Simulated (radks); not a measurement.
Polarisability of the cadmium ion Cd+, [Kr] 4d10 5s1, at imaginary frequency. All-electron calculation, non-relativistic Kohn-Sham, LDA (Slater exchange, VWN5 correlation), spin-unpolarised, spherical densities, point nucleus; relativity is left out, which matters for an element this heavy. Program: a radial shooting solver on a logarithmic mesh with Libxc functionals. Response by self-consistent Sternheimer equations with the Hartree and adiabatic LDA kernel.

w (hartree)  alpha1(iw) (bohr^3)  alpha2(iw) (bohr^5)
0.00266                    23.71                128.2
0.0143                     23.63                128.0
0.0360                     23.20                127.2
0.0697                     21.95                124.5
0.118                      19.43                118.1
0.186                      15.82                106.1
0.280                      12.03                87.86
0.413                      8.840                65.74
0.605                      6.407                44.48
0.892                      4.548                27.62
1.35                       3.060                15.92
2.12                       1.840                8.382
3.59                      0.9046                3.785
6.94                      0.3234                1.265
17.5                     0.07209               0.2291

Static values: alpha1 = 23.71 bohr^3 (3.513 angstrom^3; uncoupled 38.51), alpha2 = 128.2 bohr^5, alpha3 = 1449 bohr^7. C6 = 138.7, C8 = 4296, triple-dipole C9 = 2133 atomic units. One-pole (London) frequency 4 C6 / (3 alpha1^2) = 0.329 hartree, against 0.468 for minus the highest occupied eigenvalue. The dipole shielding factor is 0.979, as the force sum rule N/Z = 0.979 demands.
